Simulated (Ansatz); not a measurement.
A trace of molecular dynamics of AlCl₃H₂ (6 atoms, charge 0, multiplicity 1).

These are results of Ansatz 0.2.0, RHF/def2-SVP, not measurements.

```json
{
  "ensemble": "NVE (velocity Verlet)",
  "starting velocities drawn for": "300 K",
  "seed": "8598"
}
```

| time (fs) | T (K) | potential energy less start (eV) | conserved less start (meV/atom) |
| --- | --- | --- | --- |
| 0 | 300 | 0.000 | 0.00 |
| 4 | 302 | -0.001 | 0.01 |
| 8 | 451 | -0.078 | 0.02 |
| 12 | 823 | -0.271 | -0.03 |
| 16 | 1116 | -0.422 | -0.03 |
| 20 | 1279 | -0.506 | -0.02 |
| 24 | 1281 | -0.507 | -0.02 |
| 28 | 1254 | -0.494 | -0.01 |
| 32 | 1255 | -0.494 | 0.00 |
| 36 | 1255 | -0.494 | 0.01 |
| 40 | 1297 | -0.515 | -0.02 |
| 44 | 1307 | -0.520 | -0.01 |
| 48 | 1305 | -0.519 | 0.00 |
| 52 | 1305 | -0.520 | 0.00 |
| 56 | 1338 | -0.537 | -0.02 |
| 60 | 1354 | -0.545 | -0.01 |
| 64 | 1359 | -0.548 | -0.02 |
| 68 | 1275 | -0.504 | 0.00 |
| 72 | 1216 | -0.474 | -0.02 |
| 76 | 1118 | -0.423 | -0.02 |
| 80 | 1033 | -0.379 | -0.01 |
| 84 | 963 | -0.343 | 0.00 |
| 88 | 950 | -0.336 | -0.02 |
| 92 | 923 | -0.322 | -0.01 |
| 96 | 940 | -0.331 | -0.02 |
| 100 | 956 | -0.339 | 0.00 |

Problem. Can this run be trusted? Judge the integration.

Solution. The conserved energy stayed within 0.041 meV per atom of its start (net change 0.004 meV per atom), so the integration is sound. The kinetic energy rose, since the run started high on the potential surface and went downhill. It ends in pieces (AlCl2H + ClH), so much of that is their flight and rotation, not heat. A run of 0.1 ps of so small a system gives no equilibrium averages. The orbitals stay closed-shell, which can raise the energy where a bond breaks towards radicals; this wasn't checked here. The time step was 0.5 fs.

Run time: 4.1 min on 1 thread of Arm Neoverse V1 (shared host), peak memory 0.15 GiB.
